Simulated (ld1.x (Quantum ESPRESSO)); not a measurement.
**Reading a pseudo-wave (Li)**

Columns: radius, all-electron u(r) and pseudo u(r) of the 1s shell (level -52.94 eV) of lithium in the configuration 1s2 2s0.75 2p0; LDA (PZ), scalar-relativistic, TM semilocal scheme, ld1.x (Quantum ESPRESSO) 7.5.

```json
{"r (bohr)": "0.203", "all-electron": "1.0245", "pseudo": "1.0171"}
{"r (bohr)": "0.406", "all-electron": "1.1647", "pseudo": "1.1847"}
{"r (bohr)": "0.609", "all-electron": "1.0206", "pseudo": "1.0206"}
{"r (bohr)": "0.812", "all-electron": "0.8112", "pseudo": "0.8112"}
{"r (bohr)": "1.015", "all-electron": "0.6133", "pseudo": "0.6133"}
{"r (bohr)": "1.218", "all-electron": "0.4502", "pseudo": "0.4502"}
{"r (bohr)": "1.421", "all-electron": "0.3243", "pseudo": "0.3243"}
{"r (bohr)": "1.624", "all-electron": "0.2307", "pseudo": "0.2307"}
{"r (bohr)": "1.827", "all-electron": "0.1628", "pseudo": "0.1628"}
{"r (bohr)": "2.030", "all-electron": "0.1141", "pseudo": "0.1141"}
{"r (bohr)": "2.233", "all-electron": "0.0796", "pseudo": "0.0796"}
{"r (bohr)": "2.436", "all-electron": "0.0553", "pseudo": "0.0553"}
{"r (bohr)": "2.639", "all-electron": "0.0384", "pseudo": "0.0384"}
{"r (bohr)": "2.842", "all-electron": "0.0265", "pseudo": "0.0265"}
{"r (bohr)": "3.045", "all-electron": "0.0183", "pseudo": "0.0183"}
{"r (bohr)": "3.248", "all-electron": "0.0126", "pseudo": "0.0126"}
{"r (bohr)": "3.451", "all-electron": "0.0086", "pseudo": "0.0086"}
{"r (bohr)": "3.654", "all-electron": "0.0059", "pseudo": "0.0059"}
{"r (bohr)": "3.857", "all-electron": "0.0040", "pseudo": "0.0040"}
{"r (bohr)": "4.060", "all-electron": "0.0028", "pseudo": "0.0028"}
{"r (bohr)": "4.263", "all-electron": "0.0019", "pseudo": "0.0019"}
{"r (bohr)": "4.466", "all-electron": "0.0013", "pseudo": "0.0013"}
{"r (bohr)": "4.669", "all-electron": "0.0009", "pseudo": "0.0009"}
{"r (bohr)": "4.872", "all-electron": "0.0006", "pseudo": "0.0006"}
{"r (bohr)": "5.075", "all-electron": "0.0004", "pseudo": "0.0004"}
{"r (bohr)": "5.278", "all-electron": "0.0003", "pseudo": "0.0003"}
```

Task: How many radial nodes do the two functions have?

Result: The all-electron 1s function has n − l − 1 = 0; the pseudo-wave has 0.

Task: At about which radius was the pseudo-wave matched?

Result: 0.62 bohr, where the columns begin to agree (steps of 0.20 bohr).

Task: Is the pseudo-wave norm-conserving?

Result: Yes: the TM semilocal scheme keeps the norm inside the radius equal to the all-electron one, which fixes the energy derivative of the logarithmic derivative at the level.
